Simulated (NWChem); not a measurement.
# CdH2; SMILES [CdH2]

```xyz
3

Cd     0.0000     0.0000     0.0000
H      0.0000     0.0000    -1.6798
H      0.0000     0.0000     1.6798
```
Atoms are numbered in this order, from 1.

Program: NWChem. All runs use the structure optimised with PBE0/def2-SVP. def2 effective core potentials on Cd; no spin-orbit coupling. Static field.

```csv
level,isotropic polarisability (bohr³),anisotropy (bohr³)
PBE/def2-SVPD,35.7,14.3
B3LYP/def2-SVPD,34.8,13.7
Hartree-Fock/def2-SVPD,32.6,8.0
BHandHLYP/def2-SVPD,33.6,11.6
```
